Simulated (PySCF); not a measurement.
## Steps of a relaxation of [Sm(H2O)3]2+

[Sm(H2O)3]2+ (singlet in the valence; each metal's 4f electrons, 6 of them, lie in its core potential, out of spins and levels; a saddle point, relaxed within its symmetry). PySCF 2.14.0, RKS PBE0, Sm lcecp-0-SVP with ECP52, O def2-SVP, H def2-SVP; non-relativistic Hamiltonian with scalar-relativistic core potentials where named; density fitting; no spin-orbit coupling. Origin of the start: template. Columns: position (Å) and force (eV/Å). Energies are counted from the last step; some of the 6 steps are shown. Forces carry noise of the integration grid, about 0.01 to 0.03 eV/Å.

Run from Python with OMP_NUM_THREADS=2. Where DIIS fails, smearing, a level shift and second-order steps follow.
It took 33 s on 2 threads of Arm Neoverse N1, with other jobs on the host, from the converged density of the start.

```xyz
10
step 0  E = 0.137 eV
Sm    0.0000    0.0000    0.0000     0.00    0.00    0.00
O     2.6575    0.0000    0.0000    -0.75    0.00    0.00
H     3.2475    0.0000    0.7700     0.10    0.00   -0.03
H     3.2475    0.0000   -0.7700     0.10    0.00    0.03
O    -1.3287    2.3015    0.0000     0.37   -0.65    0.00
H    -1.6237    2.8124    0.7700    -0.05    0.08   -0.03
H    -1.6237    2.8124   -0.7700    -0.05    0.08    0.03
O    -1.3288   -2.3015    0.0000     0.37    0.65    0.00
H    -1.6238   -2.8124    0.7700    -0.05   -0.08   -0.03
H    -1.6238   -2.8124   -0.7700    -0.05   -0.08    0.03
```

```xyz
10
step 2  E = 0.014 eV
Sm    0.0000    0.0000    0.0000     0.00    0.00    0.00
O     2.5392    0.0000    0.0000     0.25    0.00    0.00
H     3.1558    0.0000    0.7558    -0.19    0.00    0.01
H     3.1558    0.0000   -0.7558    -0.19    0.00   -0.01
O    -1.2696    2.1990    0.0000    -0.13    0.22    0.00
H    -1.5779    2.7330    0.7558     0.10   -0.17    0.01
H    -1.5779    2.7330   -0.7558     0.10   -0.17   -0.01
O    -1.2696   -2.1990    0.0000    -0.13   -0.22    0.00
H    -1.5779   -2.7330    0.7558     0.10    0.17    0.01
H    -1.5779   -2.7330   -0.7558     0.10    0.17   -0.01
```

```xyz
10
step 3  E = 0.003 eV
Sm    0.0000    0.0000    0.0000     0.00    0.00    0.00
O     2.5159    0.0000    0.0000     0.20    0.00    0.00
H     3.1270    0.0000    0.7588    -0.11    0.00    0.01
H     3.1270    0.0000   -0.7588    -0.11    0.00   -0.01
O    -1.2579    2.1789    0.0000    -0.10    0.17    0.00
H    -1.5635    2.7081    0.7588     0.06   -0.10    0.01
H    -1.5635    2.7081   -0.7588     0.06   -0.10   -0.01
O    -1.2580   -2.1789    0.0000    -0.10   -0.17    0.00
H    -1.5635   -2.7080    0.7588     0.06    0.10    0.01
H    -1.5635   -2.7080   -0.7588     0.06    0.10   -0.01
```

Where does the relaxation end?

It converges at step 5 in D3h:
```xyz
10
step 5  E = 0
Sm    0.0000    0.0000    0.0000
O     2.5133    0.0000    0.0000
H     3.1157    0.0000    0.7635
H     3.1157    0.0000   -0.7635
O    -1.2566    2.1766    0.0000
H    -1.5578    2.6983    0.7635
H    -1.5578    2.6983   -0.7635
O    -1.2567   -2.1766    0.0000
H    -1.5579   -2.6982    0.7635
H    -1.5579   -2.6982   -0.7635
```

How did the contacts change?


```tsv
contact	start (Å)	end (Å)
Sm1–O2 (H2O)	2.658	2.513
Sm1–O5 (H2O)	2.658	2.513
Sm1–O8 (H2O)	2.658	2.513
```


An lcecp potential fixes the number of 4f electrons, so in runs with it no electron can move into or out of that shell.
